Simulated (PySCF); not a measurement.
Löwdin shares of the frontier orbitals

Species: GaH2Br.
Geometry (PBE0-D3(BJ)/def2-SVP, Å), atoms numbered from 1 in this order:
```xyz
4
BrGaH2 angstrom
Ga     0.1189    0.2073   -0.0024
H      1.6731    0.0838    0.0066
H     -0.7622    1.4940   -0.0274
Br    -1.0297   -1.7851    0.0233
```

Computed, not measured: TDDFT CAM-B3LYP/def2-SVPD, vertical, gas phase, core orbitals frozen in the response in PySCF. The CAM-B3LYP/def2-SVPD calculation is non-relativistic and has no spin–orbit coupling, an omission that weighs most on bromine and gallium.

Frontier orbitals with the atoms that hold most of them (Löwdin shares over 4%, at most four atoms; ? is withheld):

```json
{"orbital": "LUMO+2", "ε (eV)": "0.74", "atoms": "Ga1 79%, Br4 14%"}
{"orbital": "LUMO+1", "ε (eV)": "0.43", "atoms": "Ga1 39%, Br4 32%, H3 15%, H2 15%"}
{"orbital": "LUMO", "ε (eV)": "-1.07", "atoms": "Ga1 63%, Br4 17%, H3 10%, H2 10%"}
{"orbital": "HOMO", "ε (eV)": "?", "atoms": "?"}
{"orbital": "HOMO-1", "ε (eV)": "-9.91", "atoms": "?"}
{"orbital": "HOMO-2", "ε (eV)": "-10.78", "atoms": "Br4 60%, Ga1 25%, H2 8%, H3 7%"}
{"orbital": "HOMO-3", "ε (eV)": "-11.10", "atoms": "Ga1 36%, H3 22%, H2 21%, Br4 21%"}
```

Q: Which atoms hold the HOMO, and with what shares?

A: Br4 (bonded to Ga) 74%; Ga1 (bonded to Br and 2 H) 14%; H2 (bonded to Ga) 6%; H3 (bonded to Ga) 6%. By element: bromine 74%, gallium 14%, hydrogen 12%.

Q: Give the leading atoms of the HOMO-1.

A: Br4 (bonded to Ga) 89%; Ga1 (bonded to Br and 2 H) 10%.

Q: What is the HOMO energy, and the HOMO–LUMO gap?

A: ε(HOMO) = -9.38 eV; the gap is 8.32 eV (0.3057 hartree).

Q: How does S1 compare with the orbital gap of 8.32 eV?

A: S1 is at 4.89 eV (f = 0.0000), 3.43 eV below the gap, made of HOMO→LUMO (97%). Without the coupling terms of the response equations the lowest excitation would equal the gap.

Q: One configuration dominates each of S1, S2, S3, S5 and S6. Which, and how do the shares of the two leading atoms of either orbital change from the occupied to the empty one?

A: 
- S1 (4.89 eV, f 0.0000), HOMO→LUMO (97%): Br4 74% → 17%, Ga1 14% → 63%
- S2 (5.89 eV, f 0.043), HOMO-1→LUMO (95%): Br4 89% → 17%, Ga1 10% → 63%
- S3 (6.21 eV, f 0.0064), HOMO-2→LUMO (99%): Br4 60% → 17%, Ga1 25% → 63%
- S5 (6.52 eV, f 0.054), HOMO→LUMO+1 (88%): Br4 74% → 32%, Ga1 14% → 39%
- S6 (6.94 eV, f 0.036), HOMO-1→LUMO+1 (89%): Br4 89% → 32%, Ga1 10% → 39%

Löwdin shares depend on the basis, the more so with diffuse functions.
